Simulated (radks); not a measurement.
Initial-state core-level shifts of the iridium ion Ir2+ when its valence configuration changes from [Xe] 4f14 5d7. All-electron calculation, non-relativistic Kohn-Sham, LDA (Slater exchange, Perdew-Wang correlation), spin-polarised, spherical densities, point nucleus; open shells are filled with parallel spins first (spin-orbit coupling, left out, can overturn this in heavy ions); relativity is left out, which matters for an element this heavy. Program: a radial shooting solver on a logarithmic mesh with Libxc functionals. Shifts are changes of the shell-averaged eigenvalues in eV (positive: less bound); the change of the density at the nucleus, which sets a Mossbauer isomer shift, is in e/bohr^3, on a base of 3.268e+05.

valence                2s       3s       4s       5s  density at nucleus
4f14 5d5 6s2       -9.150   -8.987   -8.920   -8.054              +53.12
4f13 5d6 6s2      -23.258  -24.749  -21.673  -11.951              +75.72
4f14 5d6.5 6p0.5   -2.748   -2.720   -2.708   -2.519               +1.37
4f13 5d7 6s1      -18.324  -19.911  -16.892   -7.674              +47.00
4f14 5d6 6s1       -4.411   -4.339   -4.311   -3.922              +25.75
4f13 5d7 6p1      -19.434  -21.032  -18.016   -8.781              +23.68
4f13 5d8          -13.701  -15.363  -12.387   -3.581              +20.79
4f13.5 5d6 6s1.5  -13.706  -14.408  -12.910   -7.915              +49.85
4f11 5d9 6s1      -47.653  -52.787  -42.627  -14.828              +92.28
